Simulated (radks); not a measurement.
The palladium ion Pd3+, 43 electrons, occupied as [Kr] 4d7.

Method: non-relativistic Kohn-Sham, Slater X-alpha with alpha = 0.616, spin-polarised, spherical densities, point nucleus; open shells are filled with parallel spins first (spin-orbit coupling, left out, can overturn this in heavy ions); relativity is left out, which matters for an element this heavy; computed with a radial shooting solver on a logarithmic mesh with Libxc functionals.

Energy parts (Ry):
| part | energy |
|---|---|
| total | -9837.77846 |
| kinetic | 9837.77846 |
| electron-nucleus | -23349.85798 |
| Hartree | 3915.52652 |
| exchange | -241.22546 |

Orbitals (lengths in bohr, moments of r in powers of bohr; r(max) is where P^2 peaks; r(90%) holds 90 % of the orbital's charge):
| orbital | occ. | eigenvalue (Ry) | r(90%) | <r> | r(max) | <1/r> |
|---|---|---|---|---|---|---|
| 1s up | 1 | -1720.942 | 0.0590 | 0.03315 | 0.02194 | 45.42 |
| 1s down | 1 | -1720.941 | 0.0590 | 0.03315 | 0.02194 | 45.42 |
| 2s up | 1 | -248.4906 | 0.222 | 0.1441 | 0.1221 | 10.31 |
| 2s down | 1 | -248.4496 | 0.222 | 0.1440 | 0.1221 | 10.31 |
| 2p up | 3 | -231.0296 | 0.200 | 0.1231 | 0.09568 | 10.31 |
| 2p down | 3 | -230.9980 | 0.200 | 0.1231 | 0.09568 | 10.32 |
| 3s up | 1 | -46.80314 | 0.579 | 0.3933 | 0.3545 | 3.644 |
| 3s down | 1 | -46.77379 | 0.578 | 0.3932 | 0.3545 | 3.645 |
| 3p up | 3 | -39.84118 | 0.580 | 0.3855 | 0.3410 | 3.563 |
| 3p down | 3 | -39.80956 | 0.580 | 0.3854 | 0.3410 | 3.563 |
| 3d up | 5 | -26.95997 | 0.568 | 0.3586 | 0.2827 | 3.407 |
| 3d down | 5 | -26.91871 | 0.568 | 0.3584 | 0.2827 | 3.407 |
| 4s up | 1 | -8.62775 | 1.41 | 0.9694 | 0.8761 | 1.412 |
| 4s down | 1 | -8.45017 | 1.41 | 0.9681 | 0.8744 | 1.416 |
| 4p up | 3 | -6.45612 | 1.53 | 1.040 | 0.9178 | 1.301 |
| 4p down | 3 | -6.27555 | 1.53 | 1.039 | 0.9159 | 1.303 |
| 4d up | 5 | -2.98750 | 2.04 | 1.311 | 1.058 | 1.013 |
| 4d down | 2 | -2.81046 | 2.06 | 1.321 | 1.057 | 1.009 |

The highest occupied level is 4d down at -38.238 eV. Summed over all electrons, <r^2> = 26.91 bohr^2, which gives a Langevin (diamagnetic) susceptibility term of -21.3 x 10^-6 cm^3/mol. The density falls to 0.001 e/bohr^3 at r = 3.15 bohr. The spin density at the nucleus is -1.2087 e/bohr^3 (1s -0.0579, 2s -0.4043, 3s -0.1368, 4s -0.6096). Spin moment in Bohr magnetons: 3. For comparison, the ionisation energy in NIST's Atomic Spectra Database is 46 eV (theoretical). In exact Kohn-Sham theory the highest level is minus the ionisation energy, but local and semilocal functionals leave it too shallow, through self-interaction and a potential that decays too fast; potentials with the right tail come closer. Virial ratio -V/T = 2.00000.
